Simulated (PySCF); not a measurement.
Can point charges reproduce the dipole moment of `C1CCN(C2CC2)C1`?

Coordinates (GFN2-xTB, Å) and charges (e) from the PBE0/pcSseg-1 density (PySCF):

| atom | x | y | z | Mulliken | IAO | Hirshfeld | ESP-fitted |
| --- | --- | --- | --- | --- | --- | --- | --- |
| C1 | -1.888 | 0.690 | 0.618 | -0.2488 | -0.2886 | -0.0778 | -0.0785 |
| C2 | -1.943 | -0.752 | 0.090 | -0.2524 | -0.2875 | -0.0781 | -0.0169 |
| C3 | -0.825 | -0.802 | -0.973 | -0.0173 | -0.1608 | -0.0306 | -0.0500 |
| N4 | 0.129 | 0.239 | -0.623 | -0.5566 | -0.2640 | -0.0981 | -0.4620 |
| C5 | 1.099 | -0.187 | 0.343 | -0.1027 | -0.0414 | -0.0017 | +0.2247 |
| C6 | 2.327 | -0.871 | -0.176 | -0.1816 | -0.2978 | -0.0953 | -0.3430 |
| C7 | 2.416 | 0.528 | 0.354 | -0.1803 | -0.2977 | -0.0954 | -0.3180 |
| C8 | -0.711 | 1.330 | -0.152 | -0.0172 | -0.1619 | -0.0305 | +0.0230 |
| H9 | -1.696 | 0.707 | 1.691 | +0.1195 | +0.1337 | +0.0337 | +0.0287 |
| H10 | -2.816 | 1.229 | 0.434 | +0.1191 | +0.1374 | +0.0372 | +0.0341 |
| H11 | -1.737 | -1.467 | 0.887 | +0.1197 | +0.1328 | +0.0335 | +0.0178 |
| H12 | -2.911 | -0.999 | -0.341 | +0.1195 | +0.1377 | +0.0374 | +0.0233 |
| H13 | -0.332 | -1.771 | -1.030 | +0.1210 | +0.1415 | +0.0415 | +0.0571 |
| H14 | -1.234 | -0.557 | -1.957 | +0.1168 | +0.1329 | +0.0347 | +0.0985 |
| H15 | 0.714 | -0.527 | 1.308 | +0.0989 | +0.1076 | +0.0321 | +0.0878 |
| H16 | 2.754 | -1.675 | 0.404 | +0.1231 | +0.1457 | +0.0445 | +0.1293 |
| H17 | 2.402 | -1.003 | -1.243 | +0.1293 | +0.1548 | +0.0462 | +0.1562 |
| H18 | 2.551 | 1.323 | -0.362 | +0.1290 | +0.1549 | +0.0461 | +0.1483 |
| H19 | 2.904 | 0.695 | 1.303 | +0.1227 | +0.1455 | +0.0444 | +0.1207 |
| H20 | -0.131 | 2.024 | 0.455 | +0.1203 | +0.1416 | +0.0414 | +0.0395 |
| H21 | -1.084 | 1.862 | -1.032 | +0.1178 | +0.1336 | +0.0345 | +0.0795 |

Problem. What dipole does each set of charges give (1 e·Å = 4.803 D), and what does the density give?

Solution. The full density gives (-0.57, -0.23, 0.67) D, 0.91 D in size; dipole vectors point from the negative to the positive end.

| scheme | μx | μy | μz | size (D) | share of the full size (%) | angle to the full dipole (°) |
| --- | --- | --- | --- | --- | --- | --- |
| Mulliken | -0.35 | -0.26 | 0.73 | 0.85 | 94 | 15 |
| IAO | -0.44 | -0.15 | 0.44 | 0.64 | 71 | 5 |
| Hirshfeld | -0.22 | -0.04 | 0.14 | 0.27 | 29 | 18 |
| ESP-fitted | -0.60 | -0.23 | 0.67 | 0.93 | 102 | 2 |

Problem. Which set comes closest?

Solution. Length of the difference vector: ESP-fitted 0.03 D, Mulliken 0.23 D, IAO 0.27 D, Hirshfeld 0.66 D. Closest: ESP-fitted. ESP charges are fitted to the potential around the molecule, whose slowest-falling term is the dipole's. The schemes that divide the density aren't constrained to reproduce the dipole.

Problem. What is left for the Hirshfeld atoms' own dipoles?

Solution. The Hirshfeld atoms' densities add up to the full density, so μ = Σ q r + Σ (atomic dipoles). The atomic dipoles sum to (-0.57, -0.23, 0.67) − (-0.22, -0.04, 0.14) = (-0.35, -0.19, 0.53) D, 0.66 D in size.

Problem. With the origin at the mean of the coordinates, (0.000, 0.001, 0.000) Å, which are the largest single terms, by size, of the Mulliken dipole along the direction of the full one?

Solution. C2 -1.79, C1 -1.75, N4 +1.60, H18 -1.36, H17 -1.35 D; all 21 atoms together +0.82 D. The single terms depend on the origin, their sum doesn't.

Problem. Give the size of the full dipole in other units.

Solution. 0.91 D = 0.358 au = 0.189 e·Å = 3.03 × 10⁻³⁰ C·m.

Isolated species at its GFN2-xTB geometry (one conformer only).

The run behind these numbers computed NMR shieldings as well. On x86-64 server, one thread (shared host), this took 46 s.
